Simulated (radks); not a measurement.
Spherical jellium clusters: N electrons in a uniform positive sphere of charge N and radius rs N^(1/3), rs = 4.58 bohr. Method: non-relativistic Kohn-Sham, LDA (Slater exchange, Perdew-Wang correlation), spin-polarised, spherical densities; computed with a radial shooting solver with Libxc functionals. Levels are named by radial order and angular momentum (1s, 1p, 1d, 2s, ...), and open shells are averaged over m.

N = 26, configuration 1s2 1p6 1d10 2s2 1f(up 6, down 0). This is the lowest configuration that the search found. Occupied and some empty levels:

level    occupation  eigenvalue (eV)  <r> (bohr)
1s up             1          -4.4887       8.551
1s down           1          -4.3113       8.023
1p up             3          -4.0094       9.862
1p down           3          -3.7651       9.638
1d up             5          -3.3706       10.75
1d down           5          -3.0952       10.68
2s up             1          -2.9485       8.272
2s down           1          -2.8226       8.589
1f up             6          -2.5970       11.49
1f down           0          -2.3120       11.53
2p up             0          -1.9969       9.918
2p down           0          -1.8677       10.03
1g up             0          -1.7135       12.20
1g down           0          -1.4350       12.33
2d up             0          -1.0839       11.93
2d down           0         -0.94809       12.12

Energy (eV): total -48.6676, kinetic 36.195, external -1614.5, Hartree 802.03, exchange-correlation -85.794, background 813.44.
